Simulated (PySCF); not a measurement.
## Pt⁵¹⁺: fine-structure interval

Pt⁵¹⁺ [Ar] 3d9 [3d3/2^4 3d5/2^5, M_J = 5/2] → Pt⁵¹⁺ [Ar] 3d9 [3d3/2^3 3d5/2^6, M_J = 3/2], as a difference of total energies. Computed with PySCF 2.14 in an even-tempered Gaussian basis (15 s from 14 bohr⁻², ratio 2.8; 13 p from 18 bohr⁻², ratio 2.8; 8 d from 18 bohr⁻², ratio 2.8; 3 f from 65 bohr⁻², ratio 3), with the two-component X2C-1e Hamiltonian. Correlated levels: [Ne] frozen; the 76 highest virtual spinors dropped. "Screened" scales the spin-orbit matrix elements by Boettger's factors to mimic the two-electron term; Breit and QED terms are absent.

| method | fine-structure interval (cm⁻¹) |
| --- | --- |
| GHF (screened spin-orbit) | 709810 |
| GMP2 (screened spin-orbit) | 709260 |
| GHF (bare spin-orbit) | 815460 |
